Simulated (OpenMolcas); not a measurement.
4d ions of charge +1 along the row

- Program: OpenMolcas 26.06
- Method: SS-CASPT2, IPEA 0.25 Eh, imaginary shift 0.1 Eh
- Basis: ANO-R2
- Scalar Hamiltonian: X2C, finite nucleus
- Spin-orbit coupling: RASSI with atomic mean-field integrals over the reference wave functions, term energies averaged over their components

Active space: the 4d shell; CASPT2 also correlates the outermost closed s and p core shells.

B and C come from two terms' centres of gravity (d2, d8: 3P = 15B, 1G = 12B + 2C; d3, d7: 4P = 15B, 2G = 4B + 3C; d4, d6: 3G = 9B + 4C, 3H = 4B + 4C; d5: 4D = 17B + 5C, 4G = 10B + 5C, above the ground term), where all their levels are at least 80 % pure. ζ = ±2S·A comes from the whole width of the ground multiplet by E(J) = (A/2) J(J+1), where its levels are at least 85 % pure. Energies in cm-1.

```json
{"Ion": "Nb+", "Configuration": "4d⁴", "Lowest level": "⁵D₀", "Weight (%)": "98", "B": "482", "C": "2044", "ζ": "491", "ζ measured": "490"}
{"Ion": "Mo+", "Configuration": "4d⁵", "Lowest level": "⁶S_5/2", "Weight (%)": "99", "B": "", "C": "", "ζ": "", "ζ measured": ""}
{"Ion": "Ru+", "Configuration": "4d⁷", "Lowest level": "⁴F_9/2", "Weight (%)": "98", "B": "566", "C": "2753", "ζ": "917", "ζ measured": "887"}
{"Ion": "Rh+", "Configuration": "4d⁸", "Lowest level": "³F₄", "Weight (%)": "99", "B": "", "C": "", "ζ": "1011", "ζ measured": "1023"}
```

Measured columns use the levels in NIST Handbook of Basic Atomic Spectroscopic Data (Nb+, Ru+, Rh+).

The computed ζ goes from 491 (Nb+) to 1011 cm-1 (Rh+), a factor of 2.06, rising at every step. It departs from the measured column by -1 to +3 %.

Term energies are means over components that CASPT2 splits; among the low terms the widest spread is 830 cm-1 (4d⁸ ³F, Rh+). Configurations with an s electron lie low at this charge and mix in, so terms can be misplaced. The CASPT2 spread within a term exceeds the gap to the next term for 4d⁴ ¹I and 4d⁴ ³D, 4d⁴ ³D and 4d⁴ ¹G(1), 4d⁴ ³P(2) and 4d⁴ ³F(2), so the order of their levels is uncertain, and so are names and mixing where such terms share a J (figures for Nb+; the like holds for Mo+, Ru+). Some high roots are left out of the spin-orbit mixing, which shifts the levels that they would mix with (holds for Nb+; Mo+). Some terms miss by over 15 % even with CASPT2, which points to a basis or an active space too small for the shells correlated (holds for Nb+; Ru+). Computed and measured levels are paired by configuration, term and J; levels that our copy of the source lacks, or whose pairing is in doubt (as where it misses far off the trend of its configuration), stay unpaired and out of the deviations. Levels of configurations outside the active space are missing.

A number in round brackets counts repeated terms of one configuration in the order of the reference energies.
